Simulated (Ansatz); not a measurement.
Basis sets compared for In7As7. Charge 0, multiplicity 1. Geometry PBE-D4/def2-SVP. Ansatz on 2 threads of AMD EPYC 7R13 on a shared host and a share (18 GiB) of an NVIDIA H100 80GB HBM3; times are rough, and most runs start from earlier orbitals.

```xyz
14

In    1.981    0.953   -0.034
In   -2.417   -0.326   -0.253
In    2.014   -2.171   -0.553
In   -0.115   -1.225    1.915
In    1.146    1.826    3.486
In   -0.083   -0.370   -2.493
In   -1.918    3.220   -0.962
As   -1.972   -2.796    0.762
As    2.506   -1.042    1.832
As    0.415    2.883    0.816
As   -0.487   -2.837   -1.206
As   -2.344    0.845   -2.625
As    2.541   -0.223   -2.427
As   -1.267    1.265    1.741
```

In the def2 sets In takes a core potential, while STO-3G treats all electrons; there is no spin–orbit coupling. Single mean-field runs in def2-SVP, def2-TZVP are fitted with def2-universal-jkfit.

STO-3G and 6-31G are all-electron sets without relativity, so their totals don't compare with the def2 sets.

Binding counts from free atoms (In doublet, As quartet) in the same basis, without a counterpoise term.

| level | functions | energy (Eh) | HOMO (eV) | LUMO (eV) | binding per atom (eV) | wall time |
| --- | --- | --- | --- | --- | --- | --- |
| HF/STO-3G | 315 | -55245.7933 | -2.04 | 3.04 | 2.93 | 15 s |
| PBE-D4/def2-SVP | 406 | -16978.4487 | -4.51 | -3.78 | 2.53 | 12 s |
| PBE0-D4/def2-SVP | 406 | -16978.8521 | -5.16 | -3.35 | 2.40 | 17 s |

Problem. Estimate the rows for HF/def2-TZVP, PBE-D4/def2-TZVP (with forces), PBE0-D4/def2-TZVP.

Solution. 
| level | functions | energy (Eh) | HOMO (eV) | LUMO (eV) | binding per atom (eV) | wall time |
| --- | --- | --- | --- | --- | --- | --- |
| HF/def2-TZVP | 686 | -16964.3095 | -6.38 | -0.94 | 0.93 | 24 s |
| PBE-D4/def2-TZVP (with forces) | 686 | -16980.4277 | -4.54 | -3.80 | 2.56 | 24 s |
| PBE0-D4/def2-TZVP | 686 | -16980.8244 | -5.16 | -3.34 | 2.44 | 33 s |
